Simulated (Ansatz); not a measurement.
`N[B]([SiH3])[SbH2]` + H₂ → `N[BH][SbH2]` + SiH₄ at 298.15 K and 1 bar (hydrogenolysis of a B–Si bond).

Program: Ansatz. Geometries: PBE0-D4/def2-TZVP. ΔE: electronic, gas phase. CBS: MP2 limit from def2 TZ/QZ plus the TZ coupled-cluster correction, frozen cores. This one scheme is used for every species. Elements past krypton have def2 core potentials. For Sb outer-core shells are correlated without core-valence functions, which leaves a few kJ/mol of doubt a bond. One conformer a species, not always the lowest.

```json
{"species": "`N[B]([SiH3])[SbH2]`", "CCSD(T)/CBS energy (Eh)": "-612.81883", "H − E (kJ/mol)": "206.8", "S (J/(mol·K))": "377.4"}
{"species": "H₂", "CCSD(T)/CBS energy (Eh)": "-1.17544", "H − E (kJ/mol)": "35.1", "S (J/(mol·K))": "130.4"}
{"species": "`N[BH][SbH2]`", "CCSD(T)/CBS energy (Eh)": "-322.54254", "H − E (kJ/mol)": "157.5", "S (J/(mol·K))": "311.8"}
{"species": "SiH₄", "CCSD(T)/CBS energy (Eh)": "-291.46306", "H − E (kJ/mol)": "92.1", "S (J/(mol·K))": "204.8"}
```

H − E and S are ideal-gas, rigid-rotor, harmonic terms from PBE0-D4/def2-TZVP, for one conformer and one mirror image of each species. For small species the MP2-based limit differs from directly extrapolated CCSD(T) by up to some mEh (0.8 for H₂); such offsets cancel only in part. 1 Eh = 2625.50 kJ/mol, R = 8.31446 J/(mol·K).

Problem. By hand: ΔE, ΔH, ΔS and ΔG.

Solution. ΔE = (-322.54254) + (-291.46306) − (-612.81883) − (-1.17544) = -0.01133 Eh = -29.7 kJ/mol. Δ(H − E) = 157.5 + 92.1 − 206.8 − 35.1 = 7.7, so ΔH = -22.0 kJ/mol. ΔS = 311.8 + 204.8 − 377.4 − 130.4 = 8.8 J/(mol·K). ΔG = -22.0 − 298.15 × (8.8)/1000 = -24.6 kJ/mol.

Problem. By hand: the equilibrium constant, and the temperature at which ΔG would vanish if ΔH and ΔS stayed fixed.

Solution. log₁₀ K = −ΔG/(RT ln 10) = 4.3. ΔH and −TΔS have one sign here, so there is no such temperature.

The number of gas molecules stays the same, so ΔS is small and ΔH decides. A doubt of 5 kJ/mol in ΔE shifts log₁₀ K by 0.9 here. Other conformers and mirror images would add mixing entropy, several J/(mol·K) or more a flexible species. Modes under 60 cm⁻¹, often nearly free rotors, make the harmonic entropy too high. These are equilibria of isolated gas molecules and say nothing of rates. Largest T1 diagnostic: 0.014 (customary marks: 0.02 for closed shells, 0.045 for open ones).

ΔS is within the doubt of such terms, so its sign, and with it that verdict, could turn.
